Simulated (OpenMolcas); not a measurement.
Au3+ among 6 point charges of -1.7 e arranged as a trigonal antiprism (D3d), with a polar angle of 60.8° against the regular 54.74°.

```json
{
 "Program": "OpenMolcas",
 "Method": "SS-CASPT2, IPEA 0.25 Eh, imaginary shift 0.1 Eh (closed shells correlated: 5s 5p)",
 "Basis": "ANO-RCC-VDZP [7s6p4d2f]",
 "Scalar Hamiltonian": "DKH2, point nucleus",
 "Active space": "8 electrons in 5 orbitals (5d)",
 "State averaging": "2S+1 = 3 even, 10 roots; 2S+1 = 1 even, 15 roots",
 "Spin-orbit coupling": "state interaction with AMFI integrals over the reference wave functions"
}
```

All point charges move together. At R = 2.02 Å the first state of the same spin is 7240 cm-1, and at R = 2.17 Å it is 4980 cm-1.

Problem. A third run gives 10340 cm-1. What distance was it run at?

Solution. With a power law R^-n the two known points give n = -ln(4980 / 7240) / ln(2.17 / 2.02) = 5.22. Then R = 2.02 × (7240 / 10340)^(1/5.22) = 1.887 Å. The run was at 1.88 Å, so the estimate is off by +0.007 Å.

Roots that are degenerate in the reference are averaged as groups; the widest CASPT2 spread within a group is 59 cm-1 (the 2-fold group of multiplicity 1 near 43300 cm-1 above the lowest state of its run, R = 1.88). Shifts and gaps below about the spread of the groups concerned are not significant. Real 4d8 and 5d8 ions are as a rule square planar and diamagnetic. Free-ion shares, where given, are those of the reference states; single-state CASPT2 does not remix them. Spin-orbit coupling mixes the spin-free states strongly: the lowest level takes only 67 % from its leading state, 3A2 (figures for R = 2.02; the like holds for R = 2.17). Point charges carry no covalency, so the field is a model and not that of real ligands. No measured value stands beside these numbers.
